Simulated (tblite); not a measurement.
Compound: C₆H₇NO₂Si.
Numbering: `[N:1]#[C:2][CH2:3][C@@H:4]([SiH3:5])[C:6](=[C:7]=[O:8])[CH:9]=[O:10]` (hydrogens: H11, H12 on C3; H13 on C4; H14, H15, H16 on Si5; H17 on C9)

The geometry is computed with GFN2-xTB (gas phase).

Q: List the bond lengths, angles and torsions at this level.

A: 
```tsv
bond	length (Å)
N1≡C2	1.143
C2–C3	1.439
C3–C4	1.536
C4–Si5	1.938
C4–C6	1.518
C6=C7	1.309
C7=O8	1.156
C6–C9	1.430
C9=O10	1.215
C3–H11	1.097
C3–H12	1.093
C4–H13	1.092
Si5–H14, Si5–H15	1.454
Si5–H16	1.490
C9–H17	1.097
```

Bonds in one row agree within 0.01 Å and their mean is given. A selection of angles:
```tsv
angle	degrees
N1–C2–C3	177.7
C2–C3–C4	110.7
C3–C4–Si5	110.2
C3–C4–C6	110.0
Si5–C4–C6	111.1
C4–C6–C7	117.6
C4–C6–C9	116.6
C7–C6–C9	125.8
C6–C7–O8	174.7
C6–C9–O10	121.9
```

Dihedral angles: C2–C3–C4–Si5 -73° (synclinal); C3–C4–C6–C7 72° (synclinal); C4–C6–C9–O10 -7° (synperiplanar).

Si5 and O10 aren't drawn bonded (4 bonds apart) but lie 2.33 Å from each other; Cordero's covalent radii sum to 1.77 Å. The C–C distances run from 1.309 Å (C6=C7, drawn double) to 1.536 Å (C3–C4, drawn single), a spread of 0.227 Å. Of the pairs four or more bonds apart, those above aside, O10···H14 is among the closest relative to their van der Waals radii: 2.46 Å, 90 % of the sum of Bondi's values. Si5 (SiH3 silicon) has angles from 96.8° to 123.2°. The C–O distances run from 1.156 Å (C7=O8, drawn double) to 1.215 Å (C9=O10, drawn double), a spread of 0.059 Å.

Point group: C1 (no symmetry element, even within 0.4 Å). Its GFN2-xTB frequencies are all real (lowest 33 cm⁻¹). The numbers are those of one conformer. 3 starts were optimised and ended at 0.00, 1.31 and 5.66 kcal/mol (GFN2-xTB); the lowest of these is shown.

On Arm Neoverse V2, one thread, no GPU, shared host with 32 logical CPUs at a one-minute load of 25, this took 1.1 s of wall time. These figures are those of the optimisation.
